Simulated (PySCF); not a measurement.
## Spinor energies of Ta(3+) (tantalum, charge +3)

Start: [Xe] 4f14 5d1 6p1; 5d5/2 filled at m_j = +5/2; 6p3/2 filled at m_j = +3/2. Calculated with PySCF 2.14 in x2c-TZVPall-2c with one added diffuse shell each of s, p, d type (12s12p11d2f, 117 functions): generalised Hartree-Fock with the X2C-1e Hamiltonian and a Gaussian nucleus; spin-orbit coupling (SO) screened by Boettger's factors. This is a chosen level, not necessarily the ground level.

```tsv
spinor shell	electrons	ε, screened SO (eV)	weight of nominal j (screened SO)	rms radius, screened SO (bohr)
1s1/2	2	-67789.4	1.000	0.0211
2s1/2	2	-11811.9	1.000	0.0853
2p1/2	2	-11269.4	1.000	0.0726
2p3/2	4	-9993.7	1.000	0.0799
3s1/2	2	-2792.3	1.000	0.218
3p1/2	2	-2551.5	1.000	0.210
3p3/2	4	-2272.0	1.000	0.225
3d3/2	4	-1870.0	1.000	0.199
3d5/2	6	-1809.7	1.000	0.203
4s1/2	2	-627.39	1.000	0.488
4p1/2	2	-526.77	1.000	0.497
4p3/2	4	-461.88	1.000	0.530
4d3/2	4	-295.93	1.000	0.558
4d5/2	6	-283.78	1.000	0.569
5s1/2	2	-120.01	1.000	1.17
5p1/2	2	-86.839	0.994	1.29
5p3/2	4	-77.884	0.986	1.38
4f5/2	6	-74.880	0.988	0.700
4f7/2	8	-73.003	0.992	0.702
5d5/2	1	-38.426	1.000	1.97
6p3/2	1	-24.210	1.000	3.51
```

```
   quantity   screened SO
E (hartree)  -15608.32226
        M_J             4
       ⟨J²⟩        20.004
       ⟨L²⟩        12.114
       ⟨S²⟩         2.114
```

Each row is a mean over spinors that exchange with the open shell spreads, by up to 4.125 eV (5p3/2).

Breit and QED terms are absent; they matter most for the inner s and p1/2 levels.

Densities and radii are taken from the X2C orbitals without a picture-change correction, which distorts them close to the nucleus.
